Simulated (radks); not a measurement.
Values are calculated unless marked as measured or tabulated.
Question: Zr, 40 electrons, occupied as [Kr] 4d2 5s2. Code: a radial shooting solver on a logarithmic mesh with Libxc functionals. Model: scalar-relativistic Kohn-Sham, r2SCAN, spin-polarised, spherical densities, finite nucleus; open shells are filled with parallel spins first (spin-orbit coupling, left out, can overturn this in heavy ions); meta-GGA in the generalised Kohn-Sham scheme; Fermi nuclear charge, rms radius 4.2694 fm; hard spherical wall at 1.5 bohr. Some entries of the table are withheld. Estimate them.

orbital,occ.,eigenvalue (hartree),<r^2> (bohr^2)
1s down,1,-649.8495,0.001855
1s up,1,-649.8493,0.001855
2s up,1,-85.35275,0.03128
2s down,1,-85.28559,0.03126
2p up,3,-75.28599,0.02471
2p down,3,-75.23627,0.02469
3s up,1,-10.07902,0.2524
3s down,1,-10.06458,0.2524
3p up,3,-6.81964,0.2658
3p down,3,-6.79830,0.2656
3d up,5,-1.45077,0.2779
3d down,5,-1.40399,0.2773
4s up,1,2.96367,0.9061
4s down,1,3.12292,0.9045
4p up,3,4.25610,0.9134
4p down,3,4.41353,0.9127
4d up,2,6.37559,0.8914
4d down,0,6.52684,0.8913
4f up,0,7.83123,0.9232
4f down,0,7.94792,0.9186
5s up,1,(1),0.9048
5s down,1,(2),0.9064
5p up,0,16.77052,0.8812
5p down,0,16.77880,0.8822
6s up,0,34.27071,0.8661
6s down,0,34.36252,0.8645

Answer: 
(1) 5s up eigenvalue (hartree): 15.63527
(2) 5s down eigenvalue (hartree): 15.64137
